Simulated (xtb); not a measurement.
BeI2, SMILES [I][Be][I]. All values are semi-empirical tight-binding results from xtb (GFN2-xTB unless named), good for trends rather than for accurate numbers. The structure is a stationary point at GFN2-xTB.

For metal compounds this method's bond lengths and energies can be far off.

**Question.** Estimate the properties. (The exact figures need the calculation; the answer reports its results.)

**Answer.** 
| Item | Result |
|---|---|
| point group as xtb finds it | D∞h |
| orbital gap | 5.76 eV |
| zero-point energy | 2.1 kcal/mol |
| G − E(el) at 298.15 K (modified RRHO) | -15.5 kcal/mol |
